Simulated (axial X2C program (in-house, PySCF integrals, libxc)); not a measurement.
**Low determinants of RuSi⁺ at the PBE0 level, with spin–orbit coupling**

Computed with an in-house relativistic program for diatomic molecules. Two-component (2c) means X2C with spin–orbit coupling and atomic mean-field two-electron Coulomb and Gaunt terms. Basis: Ru dyall-cv3z [12s12p8d5f3g], Si dyall-v3z [8s7p2d1f] (cores contracted in-house); Gaussian nuclei, density fitting, unrestricted open shells. Masses: Ru 101.904 u, Si 27.977 u.

Search at 2.065 Å (vertical energies from the lowest determinant):

| ΔE (eV) | state | electrons beyond evenly filled partner blocks | electrons in ±ω = 1/2, 3/2, 5/2, 7/2 |
| --- | --- | --- | --- |
| 0.00 | Ω = 5/2 | ω = 5/2 | 38 16 3 0 |
| 0.13 | Ω = 3/2 | ω = 1/2, ω = -3/2, ω = 5/2 | 39 15 3 0 |
| 0.23 | Ω = 3/2 | ω = 3/2 | 38 15 4 0 |
| 0.76 | Ω = 1/2 | ω = -1/2, ω = -3/2, ω = 5/2 | 39 15 3 0 |
| 1.12 | Ω = 7/2 | 2 × ω = 1/2, ω = 5/2 | 38 16 3 0 |
| 1.28 | Ω = 1/2 | ω = 1/2 | 39 16 2 0 |
| 1.29 | Ω = 9/2 | ω = 1/2, ω = 3/2, ω = 5/2 | 39 15 3 0 |

Lowest determinant, Ω = 5/2 (⟨Sz⟩ = 0.50, ⟨Lz⟩ = 2.00 at PBE0): Re = 2.062 Å, ωe = 503.7 cm⁻¹.

The determinant in row 2 of the search, Ω = 3/2 (⟨Sz⟩ = 1.50, ⟨Lz⟩ = 0.00 at PBE0), was followed along the bond at PBE0; measured from the minimum of the lowest determinant it gives:

Te = 0.075 eV (604 cm⁻¹), Re = 2.141 Å, ωe = 449.9 cm⁻¹.

**Question.** Compare the bond of the determinant in row 2 with that of the lowest one.

**Answer.** At PBE0 its Re is 0.079 Å longer and its force constant, which goes as ωe², is 0.80 times that of the lowest determinant. T0 ≈ Te + Δωe/2 = 604 + (-27) = 577 cm⁻¹.

The search compares states at one distance, so a state with another bond length can lie lower; it is not exhaustive and yields mostly the lowest determinant of each block pattern, so other components and higher states of one pattern are missing. These are energies of single determinants, not of spin-adapted states; PBE0 term energies can be off by some tenths of an eV, and the functional has no current term. The lowest determinant need not be the ground state where others lie within half an eV.
